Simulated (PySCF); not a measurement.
**Trend along group 13: MB cations**

CCSD(T) with double-zeta basis sets in PySCF, for the lowest determinant that a PBE0 search found; no spin–orbit coupling. De refers to high-spin ground-configuration atoms (the charge goes to the atom of lower measured ionisation energy or higher electron affinity, which is not always the lowest computed limit).

```json
{"M": "B", "basis": "6-31G(d,p)", "reference, frozen orbitals": "ROHF, 2", "charged atom": "B+", "state (unpaired electrons)": "doublet (σ ↑)", "Re (Å)": "2.153", "ωe (cm⁻¹)": "425", "De (eV)": "1.95"}
{"M": "Al", "basis": "aug-cc-pV(D+d)Z/aug-cc-pVDZ", "reference, frozen orbitals": "UHF, 6", "charged atom": "Al+", "state (unpaired electrons)": "doublet (σ ↑)", "Re (Å)": "2.787", "ωe (cm⁻¹)": "233", "De (eV)": "0.71"}
{"M": "Ga", "basis": "x2c-SVPall", "reference, frozen orbitals": "UHF, 10", "charged atom": "Ga+", "state (unpaired electrons)": "doublet (σ ↑)", "Re (Å)": "2.764", "ωe (cm⁻¹)": "206", "De (eV)": "0.66"}
{"M": "In", "basis": "def2-SVP", "reference, frozen orbitals": "UHF, 5", "charged atom": "In+", "state (unpaired electrons)": "doublet (σ ↑)", "Re (Å)": "2.993", "ωe (cm⁻¹)": "183", "De (eV)": "0.53"}
{"M": "Tl", "basis": "aug-cc-pVDZ-PP/aug-cc-pVDZ", "reference, frozen orbitals": "UHF, 5", "charged atom": "Tl+", "state (unpaired electrons)": "doublet (σ ↑)", "Re (Å)": "3.157", "ωe (cm⁻¹)": "160", "De (eV)": "n/a"}
```

The shortest bond is that of B₂⁺ (2.153 Å), the longest that of TlB⁺ (3.157 Å).

The rows differ in basis set, which adds steps of its own.

Down a group the atoms grow and get heavier, so bonds lengthen and wavenumbers fall; the exceptions here are the shorter bond at Ga.

Correlated steps freeze the inner cores (2 to 10 orbitals); shallow outer-core shells are correlated. UHF and ROHF references stand side by side, which adds small steps between rows. Correlated levels converge slowly with the basis: in double zeta they bind strong bonds too weakly, by up to about 1 eV, and carry superposition errors of some tenths. Spin–orbit coupling is left out, which matters for elements this heavy, above all for dissociation energies. For an ion De counts to the pair picked by the measured ionisation energies or electron affinities, which need not be the lowest pair at this level. States were picked by a PBE0 search and need not be the measured ground states.
